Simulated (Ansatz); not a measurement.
CH4Cl3NSi, SMILES `CN[Si](Cl)(Cl)Cl`, relaxed with RKS PBE-D4/def2-SVP in the Gaussian-basis code of Ansatz from a rough embedded geometry. The force threshold is 0.03 eV/Å; the program also tests the step.

Total charge 0; spin multiplicity 1.

Start:

```xyz
10

C     0.373   -1.440    0.312
N    -0.158   -0.096    0.647
Si   -0.410    1.214   -0.438
Cl    1.304    1.830   -1.154
Cl   -1.210    2.796    0.582
Cl   -1.686    0.730   -1.941
H     0.365   -2.063    1.160
H     1.360   -1.315   -0.087
H    -0.312   -1.898   -0.503
H     0.375    0.244    1.421
```

```csv
step,energy (eV),largest force (eV/Å),largest move (Å)
1,-48003.6137,3.047,0.000
2,-48004.0167,1.062,0.183
3,-48004.0546,0.293,0.076
4,-48004.0697,0.203,0.052
5,-48004.0796,0.256,0.101
6 (rejected),-48004.0775,0.622,0.095
7,-48004.0834,0.059,0.047
8,-48004.0851,0.007,0.054
9,-48004.0854,0.060,0.069
10,-48004.0854,0.038,0.015
11,-48004.0859,0.005,0.010
```

End:

```xyz
10

C     0.393   -1.391    0.284
N    -0.011   -0.043    0.657
Si   -0.381    1.223   -0.428
Cl    1.228    1.933   -1.528
Cl   -1.131    2.786    0.688
Cl   -1.768    0.561   -1.809
H     0.012   -2.134    1.016
H     1.496   -1.518    0.202
H    -0.049   -1.651   -0.699
H     0.210    0.234    1.617
```

It took 6.5 s on 4 threads of an AMD EPYC 9R45 on a shared host, with 0.2 GiB of host memory at the peak.
